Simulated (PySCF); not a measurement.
## Ionisation energy of Cd⁺ by level of theory

Cd⁺ [Kr] 4d10 5s1 (2S) → Cd²⁺ [Kr] 4d10 (1S), as a difference of total energies. All numbers are calculated (PySCF 2.14, a scalar-relativistic core potential, in aug-cc-pVDZ-PP with ECP28MDF (5s5p4d2f, 54 functions)). Correlated levels: valence: 4s2 4p6 frozen. The calculations carry no spin-orbit coupling.

Q: Order these methods by the ionisation energy they give, lowest first.
A. PBE
B. UHF
C. SCS-MP2 (valence)
D. BP86

A: B (15.499 eV), C (16.428 eV), A (17.304 eV), D (17.419 eV).

Errors of the correlated levels include the incompleteness of this basis and the frozen core.

For comparison: 16.908 eV (measured; NIST Atomic Spectra Database, ionization energies).
